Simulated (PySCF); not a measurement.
## Radial density of Hf²⁺ (hafnium, charge +2)

wB97M-V, [Xe] 4f14 5d1 6s1, high-spin 3D determinant (an excited configuration). Computed with PySCF 2.14 in x2c-TZVPPall (11s7p7d3f1g, 97 functions), with the spin-free X2C one-electron Hamiltonian (Gaussian nucleus).

```
r (bohr)  4πr²ρ (e/bohr)  4πr²(ρα − ρβ)
  0.0141           99.00         0.0020
  0.0238           86.07        -0.0012
  0.0400           110.4         0.0070
  0.0673           127.4         0.0231
   0.113           100.9         0.0458
   0.190           111.3         0.0092
   0.320           58.78         0.0628
   0.538           60.97         0.0144
   0.906           19.98         0.2204
    1.52           7.162         0.5978
    2.56           1.067         0.7251
    4.31          0.1980         0.1962
    7.25       0.0002384         0.0002
```

Densities and radii are taken from the X2C orbitals without a picture-change correction, which distorts them close to the nucleus.

Spin-orbit coupling, absent here, splits the open shell strongly.
